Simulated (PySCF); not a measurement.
C₂H₁₀O₂Si₂, SMILES C[C@@H](O[SiH3])[SiH2]O.

Coordinates come from a ωB97X-D3(BJ)/def2-SVP optimisation. The structure was generated by enumeration; whether it is a known compound was not checked. Other conformers were not sampled.

Method: TDA-B3LYP/def2-SVPD (PySCF).

Vertical excitations. Isolated molecule, no solvent.

```
state  energy (eV)  λ (nm)      f                                                             main pairs
-----  -----------  ------  -----  ---------------------------------------------------------------------
S1            6.20     200  0.012                                                         HOMO→LUMO 98 %
S2            6.83     181  0.010                                                       HOMO→LUMO+1 76 %
S3            7.05     176  0.012  HOMO−1→LUMO 42 %, HOMO→LUMO+2 24 %, HOMO→LUMO+1 21 %, HOMO−2→LUMO 8 %
S4            7.18     173  0.007                   HOMO→LUMO+2 60 %, HOMO−1→LUMO 25 %, HOMO−2→LUMO 12 %
S5            7.23     171  0.013                                     HOMO−2→LUMO 73 %, HOMO−1→LUMO 15 %
S6            7.49     166  0.012                                                       HOMO→LUMO+3 94 %
T1            5.94     209      0                                                         HOMO→LUMO 94 %
T2            6.59     188      0                   HOMO→LUMO+1 57 %, HOMO−1→LUMO 20 %, HOMO→LUMO+2 15 %
```
Triplets are in the Tamm–Dancoff approximation.
